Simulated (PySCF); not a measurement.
## Simulated characterisation data

Calculated, not measured (PySCF): coordinates at the GFN2-xTB level, GIAO PBE0/pcSseg-1 shieldings. Single conformer, non-relativistic Hamiltonian, in vacuum, rapidly exchanging positions averaged.

δ = σ(ref) − σ, references computed at the same level: 1H (σ = 31.72 ppm) and 13C (σ = 186.93 ppm) vs TMS. Where no couplings were computed, multiplicities follow the n + 1 count of equivalent neighbours, and m marks all less simple cases (inequivalent or close neighbours, rings, F or P nearby). Shifts are as computed. Against solution values, carbons near 30 ppm lie about +3 ppm off and those near 130 ppm about +5 ppm; carbons on Cl a further +6 ppm. Of 1309 compounds with measured shifts, 239 miss one by over three times the rms of a fit or turn the order of signals round; such compounds aren't used in these exercises. Carbons bonded to Cl come out too deshielded.

**1.** `C#CC#C[C@@H](Cl)[C@H]1CC[SiH2]1`, C8H9ClSi. 1H NMR (400 MHz, computed): δ 4.80 (m, 1H), 4.66 (m, 1H), 4.47 (d, 1H), 2.59 (m, 1H), 2.56 (m, 1H), 1.87 (m, 1H), 1.61 (s, 1H), 1.42 (m, 1H), 1.27 (m, 1H). 13C{1H} NMR (computed): δ 80.6 (C), 78.6 (C), 78.1 (CH), 73.2 (C), 58.6 (CH), 40.4 (CH), 27.7 (CH2), 4.9 (CH2).

**2.** SMILES C#C[C@@H](Cl)C=C=C[SiH2]C=C, C8H9ClSi. 1H NMR (400 MHz, computed): δ 6.78 (m, 1H), 6.59 (m, 1H), 6.58 (m, 1H), 5.54 (m, 1H), 5.47 (m, 1H), 5.05 (m, 1H), 4.69 (m, 1H), 4.42 (m, 1H), 2.32 (d, 1H). 13C{1H} NMR (computed): δ 223.2, 148.6, 138.5, 94.0, 86.2, 85.7, 85.0, 55.7.
